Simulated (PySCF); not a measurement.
Ga(Cl)2(SH) (Cl₂GaHS), SMILES [SH][Ga]([Cl])[Cl].

Coordinates come from a PBE0-D3(BJ)/def2-SVP optimisation. The values are those of a single conformer.

All values below come from PySCF 2.14.0 with TDDFT-ωB97X/def2-SVPD.

Vertical excitations. Isolated molecule, no solvent. State labels are in the subgroup Cs.

| state | symmetry | energy (eV) | λ (nm) | f | main pairs |
|---|---|---|---|---|---|
| S1 | A" | 5.65 | 220 | 0.011 | HOMO→LUMO 88 % |
| S2 | A' | 6.32 | 196 | 0.004 | HOMO→LUMO+1 72 %, HOMO−1→LUMO 23 % |
| S3 | A" | 6.77 | 183 | 0.012 | HOMO→LUMO+2 58 %, HOMO→LUMO+3 11 % |
| S4 | A' | 6.82 | 182 | 0.023 | HOMO−2→LUMO 86 % |
| S5 | A" | 6.92 | 179 | 0.000 | HOMO−3→LUMO 87 % |
| S6 | A" | 6.97 | 178 | 0.000 | HOMO−1→LUMO+1 88 % |
| S7 | A' | 7.10 | 175 | 0.301 | HOMO−1→LUMO 58 %, HOMO→LUMO+1 17 %, HOMO−5→LUMO 14 % |
| S8 | A" | 7.16 | 173 | 0.000 | HOMO−2→LUMO+1 97 % |
| S9 | A" | 7.55 | 164 | 0.076 | HOMO−4→LUMO 87 % |
| S10 | A' | 7.57 | 164 | 0.019 | HOMO−3→LUMO+1 83 % |
| T1 | A" | 5.31 | 233 | 0 | HOMO→LUMO 85 % |
| T2 | A' | 5.80 | 214 | 0 | HOMO→LUMO+1 90 % |
| T3 | A' | 6.13 | 202 | 0 | HOMO−1→LUMO 81 % |
| T4 | A" | 6.34 | 195 | 0 | HOMO→LUMO+2 55 %, HOMO→LUMO+3 14 % |
Triplets are in the Tamm–Dancoff approximation, which puts them higher than full response would, so one can lie above its singlet here.
